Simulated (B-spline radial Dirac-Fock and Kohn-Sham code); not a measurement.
**X-ray emission lines of Hf⁺**

System: the Hf⁺ ion, configuration [Xe] 4f14 5d1 6s1 6p1 (an excited configuration).

These are calculated numbers from an atomic code on a B-spline grid; the model is relaxed Dirac-Fock hole states (ΔSCF) with Breit and QED corrections and a finite nucleus. A line energy is the difference of two single-hole energies; the list is a selection of electric-dipole transitions between resolved j subshells. The model has no electron correlation.

```
 line  energy (keV)  wavelength (Å)
 Kβ2'        64.954         0.19088
Kβ2''        64.895         0.19105
  Kβ1        63.228         0.19609
  Kβ3        62.972         0.19689
  Kα1        55.780         0.22227
  Kα2        54.601         0.22707
  Lγ4        11.247          1.1024
  Lγ3        10.892          1.1383
  Lγ2        10.833          1.1445
  Lγ1        10.513          1.1793
  Lγ5        10.196          1.2160
  Lβ2        9.3452          1.3267
 Lβ15        9.3345          1.3282
  Lβ3        9.1656          1.3527
  Lβ1        9.0223          1.3742
  Lβ6        9.0181          1.3748
  Lβ4        8.9097          1.3916
   Lη        8.1332          1.5244
  Lα1        7.8985          1.5697
  Lα2        7.8439          1.5806
```
